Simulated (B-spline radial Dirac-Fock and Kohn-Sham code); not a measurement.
Satellites and hypersatellites of the K lines of Rb²⁺

System: rubidium as Rb²⁺, configuration [Ar] 3d10 4s2 4p5.

Method: multi-electron Dirac-Fock with separately optimised hole states, Breit and Lamb-shift corrections added in first order. Computed with a radial finite-basis atomic code. Each two-hole energy is an average over J within one jj subconfiguration, not an observable level; in light atoms, where LS coupling holds, the j-resolved values are not observed lines, and for a K spectator the Kα1 hypersatellite is nearly forbidden. The model has no electron correlation.

Lines without a spectator: Kα2 (K-L2) 13334.2 eV, Kβ3 (K-M2) 14948.8 eV. Shifts in eV with one spectator hole (a dash: not computed, or left out as unreliable):

| spectator hole | Kα2 | Kβ3 |
| --- | --- | --- |
| K (1s) | +403.1 | +508.4 |
| L2 (2p1/2) | +40.7 | – |
| M2 (3p1/2) | – | +10.12 |
| M4 (3d3/2) | -0.20 | – |
| M5 (3d5/2) | -1.95 | – |

Run: 25 s of CPU time on 1 thread of AMD EPYC 9R45 96-Core Processor (shared host), peak memory 0.44 GiB.
